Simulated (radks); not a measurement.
Values are calculated unless marked as measured or tabulated.
All-electron atom: the cadmium ion Cd+ in [Kr] 4d9 5s1 5p1 (not the ground configuration).

Level of theory: scalar-relativistic Kohn-Sham, SCAN, spin-unpolarised, spherical densities, finite nucleus; meta-GGA in the generalised Kohn-Sham scheme; Fermi nuclear charge, rms radius 4.6087 fm (a radial shooting solver on a logarithmic mesh with Libxc functionals).

Energy parts (Ry):
total: -11189.54141
kinetic: 11643.75167
electron-nucleus: -27001.02960
Hartree: 4477.03197
exchange-correlation: -309.29545

Orbitals (lengths in bohr, moments of r in powers of bohr; r(max) is where P^2 peaks):
[
 {"orbital": "1s", "occ.": "2", "eigenvalue (Ry)": "-1954.462", "<1/r>": "50.63", "<r>": "0.03040", "r(max)": "0.01968"},
 {"orbital": "2s", "occ.": "2", "eigenvalue (Ry)": "-292.3338", "<1/r>": "11.54", "<r>": "0.1316", "r(max)": "0.1111"},
 {"orbital": "2p", "occ.": "6", "eigenvalue (Ry)": "-262.1668", "<1/r>": "11.11", "<r>": "0.1149", "r(max)": "0.08902"},
 {"orbital": "3s", "occ.": "2", "eigenvalue (Ry)": "-55.92057", "<1/r>": "4.076", "<r>": "0.3574", "r(max)": "0.3233"},
 {"orbital": "3p", "occ.": "6", "eigenvalue (Ry)": "-45.93487", "<1/r>": "3.876", "<r>": "0.3565", "r(max)": "0.3168"},
 {"orbital": "3d", "occ.": "10", "eigenvalue (Ry)": "-30.37918", "<1/r>": "3.642", "<r>": "0.3347", "r(max)": "0.2663"},
 {"orbital": "4s", "occ.": "2", "eigenvalue (Ry)": "-9.16905", "<1/r>": "1.568", "<r>": "0.8781", "r(max)": "0.7966"},
 {"orbital": "4p", "occ.": "6", "eigenvalue (Ry)": "-6.21201", "<1/r>": "1.419", "<r>": "0.9546", "r(max)": "0.8450"},
 {"orbital": "4d", "occ.": "9", "eigenvalue (Ry)": "-1.95201", "<1/r>": "1.096", "<r>": "1.222", "r(max)": "0.9682"},
 {"orbital": "5s", "occ.": "1", "eigenvalue (Ry)": "-1.15566", "<1/r>": "0.5059", "<r>": "2.531", "r(max)": "2.164"},
 {"orbital": "5p", "occ.": "1", "eigenvalue (Ry)": "-0.66697", "<1/r>": "0.4005", "<r>": "3.150", "r(max)": "2.663"}
]

The highest occupied level is 5p at -9.075 eV. Summed over all electrons, <r^2> = 45.30 bohr^2, which gives a Langevin (diamagnetic) susceptibility term of -35.9 x 10^-6 cm^3/mol. The electron density at the nucleus is 1.636e+05 e/bohr^3 (large components only).
